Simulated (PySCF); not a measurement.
hydrogen telluride (H₂Te), SMILES [TeH2].

Geometry: PBE0-D3(BJ)/def2-TZVPD. The def2 effective core potentials stand for the cores of Te; spin–orbit coupling is left out.

The numbers are results of PBE0-D3(BJ)/def2-TZVPD (PySCF), not measurements.

Frequencies are harmonic and unscaled.

Question: List the normal modes with their intensities. (An estimate is asked for; the answer gives what the named calculation found.)

Answer: 
```
mode  ν (cm⁻¹)  IR (km/mol)  Raman (Å⁴/amu)  depolarisation  moving atoms (share of kinetic energy)
----  --------  -----------  --------------  --------------  --------------------------------------
1          888         11.4            11.8            0.73                                  H 99 %
2         2165         32.2           260.9            0.08                                  H 99 %
3         2173         34.6           120.3            0.75                                  H 99 %
```
